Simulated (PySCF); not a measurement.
**Molecular orbitals of KF⁻**

UHF at R = 2.262 Å; basis K aug-pcseg-1, F aug-pcseg-1; no relativity; PySCF 2.14. State: ²Σ⁺ (doublet), unpaired electrons σ ↑. Only the outer orbitals are listed, counted within each symmetry.

| spin | orbital | occ. | ε (eV) | on K (%) | main shells (%) |
| --- | --- | --- | --- | --- | --- |
| α | 6σ | 1 | -33.12 | 1 | 98 F s |
| α | 2π | 1 | -21.59 | 100 | 100 K p |
| α | 2π | 1 | -21.59 | 100 | 100 K p |
| α | 7σ | 1 | -21.34 | 99 | 98 K p |
| α | 8σ | 1 | -8.66 | 2 | 98 F p |
| α | 3π | 1 | -8.49 | 1 | 99 F p |
| α | 3π | 1 | -8.49 | 1 | 99 F p |
| α | 9σ | 1 | -0.30 | 100 | 70 K s, 29 K p |
| α | 10σ | 0 | 2.18 | 99 | 88 K s, 10 K p |
| α | 4π | 0 | 2.69 | 100 | 97 K p |
| α | 4π | 0 | 2.69 | 100 | 97 K p |
| β | 6σ | 1 | -33.12 | 1 | 98 F s |
| β | 2π | 1 | -21.58 | 100 | 100 K p |
| β | 2π | 1 | -21.58 | 100 | 100 K p |
| β | 7σ | 1 | -21.31 | 99 | 98 K p |
| β | 8σ | 1 | -8.65 | 2 | 98 F p |
| β | 3π | 1 | -8.49 | 1 | 99 F p |
| β | 3π | 1 | -8.49 | 1 | 99 F p |
| β | 9σ | 0 | 2.03 | 100 | 100 K s |
| β | 4π | 0 | 3.15 | 101 | 101 K p |
| β | 4π | 0 | 3.15 | 101 | 101 K p |

Problem. Which are the highest filled and the lowest empty level, where do they sit, and how wide is the gap?

Solution. Highest filled α 9σ at -0.30 eV (in %: 70 K s, 29 K p); lowest empty β 9σ at 2.03 eV (in %: 100 K s); the gap at UHF is 2.33 eV. An empty level above zero is unbound, and its energy depends on the basis.

The bond order (Mayer) is 0.03. The ⟨S²⟩ is 0.750, the charge on K (Mulliken, basis-dependent) is -0.07 and the charge on K (Löwdin, basis-dependent) is 0.00. The dipole moment (positive dipole points towards F; it is taken about the centre of mass and depends on that origin) is 6.07 D.

Shares are Mulliken populations and can fall outside 0 to 100 %.

The state was picked by a PBE0 search and need not be the measured ground state.
